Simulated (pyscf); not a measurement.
# H₂N–Nb(OH)(Cl)(Cl)–Cl, singlet

Gas-phase minimum from PySCF at ωB97X-D3(BJ)/def2-SVP, one conformer. 

SMILES: [Cl][Nb]([OH])([Cl])([Cl])[NH2]
```xyz
9

N      0.5313     0.5017    -0.7045
Nb    -1.2419     0.2466     0.0062
O     -1.0917    -1.5618    -0.3204
Cl    -3.0160     0.4605    -1.4531
Cl    -1.4550    -0.0984     2.2795
Cl    -1.2557     2.5599     0.3670
H      1.1013    -0.2620    -1.0595
H      0.9906     1.4067    -0.7616
H     -1.0728    -2.5132    -0.4520
```

Bond lengths (Å): N1–Nb2 1.927, N1–H7 1.017, N1–H8 1.016, Nb2–O3 1.844, Nb2–Cl4 2.307, Nb2–Cl5 2.309, Nb2–Cl6 2.341, O3–H9 0.961. Angles (°): Nb2–N1–H7 123.0, Nb2–N1–H8 123.7, H7–N1–H8 113.3, N1–Nb2–O3 89.4, N1–Nb2–Cl4 117.5, N1–Nb2–Cl5 117.9, N1–Nb2–Cl6 86.1, O3–Nb2–Cl4 92.4, O3–Nb2–Cl5 92.0, O3–Nb2–Cl6 175.5, Cl4–Nb2–Cl5 124.4, Cl4–Nb2–Cl6 90.1, Cl5–Nb2–Cl6 89.7, Nb2–O3–H9 175.7.

Properties at ωB97X-D3(BJ)/def2-SVP:

```yaml
harmonic_wavenumbers_unscaled: 43, 65, 146, 153, 172, 174, 283, 353, 373, 396, 435, 450, 480, 526, 676, 742, 795, 1488, 3592, 3709, 3975 cm⁻¹
zero_point_energy: 27.2 kcal/mol
rotational_symmetry_number: 1
Entropy of this conformer at 298 K and 1 atm, rigid rotor and harmonic oscillator, modes under 100 cm⁻¹ raised to 100: 408.3 J/(mol K)
dipole_moment: 5.33 D
```

Single-point totals, which compare only within one level:

| level | total energy (hartree) |
|---|---|
| ωB97X-D3(BJ)/def2-TZVP | -1569.80322 |
| PBE/def2-TZVP | -1569.05650 |
| r²SCAN/def2-TZVP | -1569.61959 |
| B3LYP-D3(BJ)/def2-TZVP | -1569.81608 |
| PBE0-D3(BJ)/def2-TZVP | -1569.12834 |
| M06-2X/def2-TZVP | -1569.51417 |
| ωB97M-D3(BJ)/def2-TZVP | -1569.85721 |

The lowest mode is so soft that the shape along it may change with the basis. Soft torsions are taken as harmonic, which can shift the entropy by several J/(mol K). Elements past Kr carry the def2 core potentials, without spin-orbit coupling.
